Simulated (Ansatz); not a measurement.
Program: Ansatz. Geometries: PBE0-D4/def2-TZVP. ΔE: electronic, gas phase. CCSD(T)/CBS is the MP2 limit (def2-TZVPP, def2-QZVPP) plus CCSD(T) − MP2 in def2-TZVPP, frozen cores. This one scheme is used for every species. DFT in def2-TZVPP. Triplets are unrestricted, without spin–orbit coupling. Each species was taken in one conformer, which may not be the lowest.

`C[NH2+][AlH-]([CH3])[CH3]` → `[CH3][AlH-]([CH3])[NH3+]` + `[CH2]` (triplet)  (formal loss of a carbene)

```csv
level,ΔE (kJ/mol),difference from CCSD(T)/CBS
revPBE-D4,400.7,-5.0
B97M-V,403.0,-2.7
PBE0-D4,403.2,-2.5
BHLYP-D4,389.8,-15.9
ωB97M-V,408.2,2.5
PBE-QIDH,400.0,-5.7
PBE,403.5,-2.2
r2SCAN,379.5,-26.2
r2SCAN0,375.5,-30.2
BHLYP,380.3,-25.4
RPA@PBE/def2-TZVPP,392.1,-13.6
CCSD(T)/def2-SVP,392.2,-13.5
HF/def2-TZVPP,260.7,-145.0
CCSD(T)/def2-TZVPP,395.1,-10.6
HF/CBS(def2),261.1,-144.6
MP2/CBS(def2),415.6,9.9
CCSD(T)/CBS,405.7,0
```

Largest T1 diagnostic among the species: 0.011.

From r2SCAN to r2SCAN0 (25 % exact exchange), in def2-TZVPP and without D4, ΔE moves by −4.0 kJ/mol. Leaving LDA and LC-ωPBE aside and taking each functional with its dispersion term where it has one, the values, not all of them listed here, spread over 40.3 kJ/mol, from r2SCAN0-D4 to ωB97X-V. LDA lies +75.1 kJ/mol from PBE without D4. In def2-TZVPP, CCSD(T) changes the Hartree–Fock value by +134.4 kJ/mol (the triples alone add +10.8 kJ/mol) and MP2 by +144.3 kJ/mol.

CCSD(T)/CBS has its own doubt, a few kJ/mol and more with outer-core shells, so smaller differences from it don't rank the levels.
